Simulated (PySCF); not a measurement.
This script is equivalent to a calculation on Ne²⁺ (neon, charge +2).

```python
from pyscf import gto, scf, dft, mp, cc
import basis_set_exchange as bse
mol = gto.M(atom="Ne 0 0 0", charge=2, spin=2, symmetry="D2h",
            basis=gto.basis.parse(bse.get_basis("aug-cc-pCVTZ-DK", elements=["Ne"], fmt="nwchem")),
            nucmod="G")
mf = dft.UKS(mol, xc="BHANDHLYP").sfx2c1e()
mf.irrep_nelec = {'Ag': (2, 2), 'B1u': (1, 0), 'B2u': (1, 1), 'B3u': (1, 0)}
mf.kernel()
```

Problem. What total energy does it give?

Solution. -126.788 hartree (calculated).

Problem. Which occupied shell lies highest, and where?

Solution. 2p β, at -58.964 eV.

Problem. What is ⟨S²⟩, and what would a pure spin state give?

Solution. 2.002, against 2.00.
